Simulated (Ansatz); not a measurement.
Ideal-gas functions of `N#[C][Ge]([F])([F])[F]` at 800 K and 1 bar, from an Ansatz frequency run at PBE0-D4/def2-TZVP.

Molar mass 155.62 g/mol, point group C3v (symmetry number 3), electronic degeneracy 1, moments of inertia 143.759, 257.927, 257.927 u Å². Harmonic wavenumbers (cm⁻¹, unscaled): 121, 121, 227, 227, 264, 343, 343, 523, 752, 791, 791, 2357.

Use S(trans) = R[1.5 ln M + 2.5 ln T − 1.1517]; rotational temperatures θ = 24.2544 K / I; S(rot) = R[ln(√π/σ · √(T³/θAθBθC)) + 1.5]; for each mode x = 1.438777 ν̃/T, S = R[x/(eˣ − 1) − ln(1 − e⁻ˣ)] and H = RT x/(eˣ − 1); 1 cm⁻¹ = 0.0119627 kJ/mol; R = 8.31446 J/(mol·K).

Task: By hand: the entropy, in J/(mol·K).

Result: Translation 192.3. Rotation: θ = 0.1687, 0.094, 0.094 K, giving 118.5. Vibration, mode by mode: 21.01, 21.01, 15.82, 15.82, 14.59, 12.46, 12.46, 9.12, 6.41, 6.05, 6.05, 0.64, in all 141.4. Electronic 0.0. Sum 452.2 J/(mol·K).

Task: By hand: H − E and G − E in kJ/mol, counted from the electronic energy.

Result: Zero-point energy ½ × 6860 × 0.0119627 = 41.0; thermal vibration 51.1; translation, rotation and pV give 4 RT = 26.6. H − E = 118.7 kJ/mol, and G − E = 118.7 − 800 × 452.2/1000 = -243.1 kJ/mol.

Vibration gives 31 % of the entropy, 42.0 J/(mol·K) of it from the modes under 150 cm⁻¹: soft modes count most, and the harmonic formula is weakest for them.
